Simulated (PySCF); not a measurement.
# Ionisation energy of Ar⁺ by level of theory

Ar⁺ [Ne] 3s2 3p5 [3p1/2^2 3p3/2^3, M_J = 3/2] → Ar²⁺ [Ne] 3s2 3p4 [3p1/2^2 3p3/2^2, M_J = 2], as a difference of total energies. Computed with PySCF 2.14 in x2c-TZVPall-2c (5s6p2d1f, 40 functions), with the two-component X2C-1e Hamiltonian. Correlated levels: [Ne] frozen; the 6 highest virtual spinors dropped. "Screened" scales the spin-orbit matrix elements by Boettger's factors to mimic the two-electron term; Breit and QED terms are absent.

```csv
method,ionisation energy (eV)
GHF (spin-free),26.384
GMP2 (spin-free),27.329
GHF (screened spin-orbit),26.371
GMP2 (screened spin-orbit),27.317
```

Problem. How much does correlation contribute at GMP2 (screened spin-orbit)?

Solution. 27.317 − (26.371) = 0.946 eV, measured against GHF (screened spin-orbit).

Errors of the correlated levels include the incompleteness of this basis and the frozen core.

The labels give the starting determinants; with spin-orbit coupling the two ends relaxed to ⟨J²⟩ = 3.76, ⟨L²⟩ = 2.01, ⟨S²⟩ = 0.75 and ⟨J²⟩ = 6.01, ⟨L²⟩ = 2.02, ⟨S²⟩ = 2.00.

For comparison: 27.630 eV (measured; NIST Atomic Spectra Database, ionization energies).
